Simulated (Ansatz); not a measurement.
Geometry optimisation, RHF/def2-SVP in Ansatz.

The input (input.yaml):

```yaml
crystal:
  periodic: [false, false, false]
  atoms:
    - { symbol: I, position_ang: [-2.9097, -0.8813, -0.0954] }
    - { symbol: C, position_ang: [-0.6475, 0.6549, -0.5198] }
    - { symbol: C, position_ang: [0.0033, 0.7119, 0.8476] }
    - { symbol: C, position_ang: [0.7832, -0.6255, 0.5047] }
    - { symbol: C, position_ang: [0.4067, -0.3765, -1.0017] }
    - { symbol: H, position_ang: [-0.9931, 1.53, -1.091] }
    - { symbol: H, position_ang: [-0.5973, 0.7034, 1.7355] }
    - { symbol: H, position_ang: [0.7818, 1.5583, 0.9539] }
    - { symbol: H, position_ang: [1.7739, -0.6929, 0.8055] }
    - { symbol: H, position_ang: [0.1938, -1.5098, 0.9402] }
    - { symbol: H, position_ang: [1.2301, 0.0862, -1.5061] }
    - { symbol: H, position_ang: [0.0519, -1.214, -1.5393] }
basis:
  gaussian: { orbitals: def2-SVP }
hamiltonian:
  xc: hf
relax:
  f_tol: 0.02
  max_steps: 50
```

Launched with:

```bash
$ ansatz run input.yaml --threads 2 --pin off --max-ram 3072MiB --backend cpu --events-out ev --progress --plain --runs-dir out
```

Task: Where does it end, and by what steps?

Result: It converged. After 8 steps the energy has fallen by 1.328 eV; I1 moved furthest, 0.56 Å. Joined: I1–C2.

```tsv
step	energy less start (eV)	largest force component (eV/Å)	accepted
0	0.0000	4.357	yes
1	-0.7946	1.416	yes
2	-1.2260	0.503	yes
3	-1.3018	0.344	yes
4	-1.3196	0.198	yes
5	-1.3251	0.147	yes
6	-1.3267	0.075	yes
7	-1.3280	0.042	yes
8	-1.3281	0.006	yes
```

```xyz
12
Properties=species:S:1:pos:R:3
I -2.725 -0.398 -0.321
C -0.754 0.518 -0.460
C -0.025 0.636 0.891
C 0.802 -0.613 0.524
C 0.348 -0.444 -0.940
H -0.930 1.424 -1.031
H -0.623 0.607 1.799
H 0.584 1.543 0.906
H 1.874 -0.576 0.720
H 0.399 -1.519 0.976
H 1.082 0.100 -1.539
H 0.046 -1.334 -1.490
```

Run time: 32 s on 2 threads of Intel(R) Xeon(R) Platinum 8175M CPU @ 2.50GHz (Skylake/Cascade Lake), on a shared host, peak memory 0.3 GiB.
